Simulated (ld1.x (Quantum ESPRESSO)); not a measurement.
## Building the PAW potential for indium (PBE, scalar-relativistic).

* Element: indium
* Generator: ld1.x (Quantum ESPRESSO) 7.5
* Type: PAW
* Functional: PBE
* Relativity: scalar-relativistic
* Frozen core: [Kr]
* Valence charge: 13
* Reference configuration: 4d10 5s2 5p0.75 (charge +0.25)
* Partial waves: 5s (bound): rcut 1.60, rcutus 2.15 bohr; 5s channel at 0.35 Ry: rcut 1.60, rcutus 2.15 bohr; 5p (bound): rcut 0.70, rcutus 0.95 bohr; 5p channel at 0.05 Ry: rcut 0.70, rcutus 0.95 bohr; 4d (bound): rcut 1.10, rcutus 1.45 bohr; 4d channel at 1.5 Ry: rcut 1.10, rcutus 1.45 bohr
* Local potential: all-electron potential smoothed inside 1.25 bohr (lloc = -2)
* Core correction: Bessel-smoothed model core inside 0.60 bohr
* Augmentation charge: BESSEL, radius 0.65 bohr

All-electron outer shells of the reference configuration (PBE, scalar-relativistic, ld1.x):

```csv
shell,level (eV),outermost node (bohr),outermost maximum (bohr)
4s,-121.34,0.41,0.77
4p,-79.81,0.42,0.82
4d,-20.30,0.40,0.94
5s,-9.75,1.02,2.13
5p,-3.87,1.14,2.81
```

(1) Does the generator finish with these settings?

## Answers

(1) No. ld1.x (Quantum ESPRESSO) 7.5 stopped with "run_pseudo: Errors in PS-KS equation": the pseudo-atom solver did not find the valence states with the expected number of nodes, which is the usual sign of a ghost state. The 5p radius of 0.95 bohr lies inside the outermost node of the all-electron wave at 1.14 bohr. Before that it printed "Warning: n=2, l=1 expected 0 nodes, found 1".
